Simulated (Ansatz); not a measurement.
`CC(C)[SiH2]O` → `CCC` + `O[SiH]` at 298.15 K and 1 bar (silylene formation by 1,1-elimination).

Computed with Ansatz on PBE0-D4/def2-TZVP structures; ΔE is electronic, products minus reactants. CBS: MP2 limit from def2 TZ/QZ plus the TZ coupled-cluster correction, frozen cores. This one scheme is used for every species. Each species was taken in one conformer, which may not be the lowest.

| species | CCSD(T)/CBS energy (Eh) | H − E (kJ/mol) | S (J/(mol·K)) |
| --- | --- | --- | --- |
| `CC(C)[SiH2]O` | -484.48576 | 350.7 | 359.0 |
| `CCC` | -118.98051 | 285.9 | 268.4 |
| `O[SiH]` | -365.43832 | 65.7 | 241.9 |

H − E and S are ideal-gas, rigid-rotor, harmonic terms from PBE0-D4/def2-TZVP, for one conformer and one mirror image of each species. 1 Eh = 2625.50 kJ/mol, R = 8.31446 J/(mol·K).

Q: By hand: ΔE, ΔH, ΔS and ΔG.

A: ΔE = (-118.98051) + (-365.43832) − (-484.48576) = 0.06693 Eh = 175.7 kJ/mol. Δ(H − E) = 285.9 + 65.7 − 350.7 = 0.9, so ΔH = 176.6 kJ/mol. ΔS = 268.4 + 241.9 − 359.0 = 151.3 J/(mol·K). ΔG = 176.6 − 298.15 × (151.3)/1000 = 131.5 kJ/mol.

Q: By hand: the equilibrium constant, and the temperature at which ΔG would vanish if ΔH and ΔS stayed fixed.

A: log₁₀ K = −ΔG/(RT ln 10) = -23.0. ΔG = 0 at ΔH/ΔS = 1167 K.

The number of gas molecules changes by +1, which sets the sign of ΔS. A doubt of 5 kJ/mol in ΔE shifts log₁₀ K by 0.9 here. Other conformers and mirror images would add mixing entropy, several J/(mol·K) or more a flexible species. These are equilibria of isolated gas molecules and say nothing of rates. Largest T1 diagnostic: 0.016 (customary marks: 0.02 for closed shells, 0.045 for open ones).
